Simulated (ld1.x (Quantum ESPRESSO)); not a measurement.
What one change does to a pseudopotential (phosphorus, RRKJ)

ld1.x (Quantum ESPRESSO) 7.5 input, shortened:

```
&input
   title='P', zed=15., rel=1, dft='PZ', iswitch=3,
   config='[Ne] 3s1 3p4'
 /
 &inputp
   pseudotype=2, tm=.false., rho0=0.01, lloc=-1, rcloc=0.95,
   nlcc=.false.
 /
2
3S  1  0   1.00   0.00  1.35  1.35  0.0
3P  2  1   4.00   0.00  1.25  1.25  0.0
 &test
   configts(1)='3s1 3p4'
 /
```

Change: core correction a·sin(br)/r model core inside 0.90 bohr.

Cutoffs: the cutoffs (Ry, on a coarse ladder) from which the occupation-weighted sum of valence levels, in a spherical-Bessel basis at the reference potential, stays within 10 and 1 mRy of its value at 400 Ry; they do not see the model core or the augmentation charge, which bear on the density cutoff. Errors are all-electron minus pseudo energies relative to the spin-unpolarised reference configuration.

Question: Predict the effect on cutoff, ghosts and configuration errors.

Answer: The potential gets neither clearly harder nor softer (70 Ry and 90 Ry → 70 Ry and 90 Ry); both files keep a bound ghost (s); of the 9 tests that both files solve, the error grows in 0 and shrinks in 8 by more than 15 % and 0.3 meV (median size 10.3 → 8.6 meV). Exchange and correlation are not linear in the density, so unscreening with the valence charge alone errs where core and valence overlap; a model core restores that term. A model core, the more so a compact one, raises the density cutoff, which this test does not measure.

| quantity | base | changed |
| --- | --- | --- |
| cutoff, loose | 70 Ry | 70 Ry |
| cutoff, tight | 90 Ry | 90 Ry |
| bound ghosts | s | s |
| error for 3s2 3p3, meV [ΔE -8.50 eV] | +9.9 | +4.7 |
| error for 3s2 3p2, meV [ΔE 1.32 eV] | +6.6 | +4.2 |
| error for 3s2 3p1, meV [ΔE 20.57 eV] | +78 | +57 |
| error for 3s2 3p2.5, meV [ΔE -4.67 eV] | +5.7 | +1.9 |
| error for 3s1 3p3, meV [ΔE 10.40 eV] | +10 | +8.6 |
| error for 3s1 3p0, meV [ΔE 102.66 eV] | +2179 | +887 |
| error for 3s0 3p5, meV [ΔE 8.64 eV] | +7.3 | +2.7 |
| error for 3s1 3p4 (spin-polarised), meV [ΔE -1.77 eV] | +232 | +16 |
| error for 3s2 3p3 (spin-polarised), meV [ΔE -10.01 eV] | +128 | +14 |
| s: phases at 1.51 bohr within 0.05 rad from the reference energy up to (Ry; the scan ends near 5) | -0.7 | -0.7 |
| p: phases at 1.51 bohr within 0.05 rad from the reference energy up to (Ry; the scan ends near 5) | 1.0 | 1.0 |

 A true bound ghost makes a file unfit for plane-wave use even where its test errors are small: the radial tests pick states by their node count and pass the ghost by.
